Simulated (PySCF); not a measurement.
Identify the unknown among the candidates.

All candidates are C6H7F3.

* Dipole: 2.72 D [CAM-B3LYP/def2-SVPD]
* Triplet: lowest triplet excitation (Tamm–Dancoff): 4.39 eV [TDA CAM-B3LYP/def2-SVPD]
* UV, first state: lowest singlet excitation: 7.14 eV (174 nm, f = 0.250) [TDDFT CAM-B3LYP/def2-SVPD]
* Rotational structure: rotational constants A, B, C: 3.006, 1.325, 1.181 GHz [GFN2-xTB]
* Polarisability: 68.3 au [CAM-B3LYP/def2-SVPD]

Gas-phase values; electronic properties from PySCF, density fitting. Levels stand in brackets. One conformer (not necessarily the lowest) at the GFN2-xTB geometry, without solvent, vibrations or thermal averaging.

Problem. Which candidate is it?
A. `F[C@H]1[C@@]2(F)CC[C@]1(F)C2`
B. `C=C(/C=C\F)CC(F)F`
C. `FC(F)(F)[C@H]1C=CCC1`
D. `C=C/C=C\CC(F)(F)F`

Solution. C. It is `FC(F)(F)[C@H]1C=CCC1`. Numbering: `[F:1][C:2]([F:3])([F:4])[C@H:5]1[CH:6]=[CH:7][CH2:8][CH2:9]1`. Its formula, C6H7F3, gives 2 degrees of unsaturation: 1 ring and 1 π bond in the structure found. The optimised geometry has point group C1 and is an asymmetric top.

The others, at the same levels:
- `F[C@H]1[C@@]2(F)CC[C@]1(F)C2` fails: its computed lowest singlet excitation is 8.59 eV (144 nm, f = 0.000) (against 7.14 eV), lowest triplet excitation (Tamm–Dancoff) is 8.45 eV (against 4.39 eV) and static isotropic polarisability is 64.8 au (against 68.3 au).
- `C=C(/C=C\F)CC(F)F` fails: its computed lowest singlet excitation is 5.86 eV (211 nm, f = 0.569) (against 7.14 eV), lowest triplet excitation (Tamm–Dancoff) is 3.23 eV (against 4.39 eV) and static isotropic polarisability is 76.9 au (against 68.3 au).
- `C=C/C=C\CC(F)(F)F` fails: its computed lowest singlet excitation is 5.86 eV (212 nm, f = 0.784) (against 7.14 eV), lowest triplet excitation (Tamm–Dancoff) is 3.21 eV (against 4.39 eV) and static isotropic polarisability is 80.5 au (against 68.3 au).

Each candidate is one conformer, not necessarily the lowest. The conformers computed, where there is a choice (atom-mapped SMILES and torsion angles):
- `[CH2:1]=[C:2](/[CH:3]=[CH:4]\[F:5])[CH2:6][CH:7]([F:8])[F:9]`: C1–C2–C3–C4 179°, C1–C2–C6–C7 101°, C2–C6–C7–F8 180°
- `[CH2:1]=[CH:2]/[CH:3]=[CH:4]\[CH2:5][C:6]([F:7])([F:8])[F:9]`: C1–C2–C3–C4 178°, C3–C4–C5–C6 118°, C4–C5–C6–F7 180°

The conformers of `FC(F)(F)[C@H]1C=CCC1` and `F[C@H]1[C@@]2(F)CC[C@]1(F)C2` aren't listed.
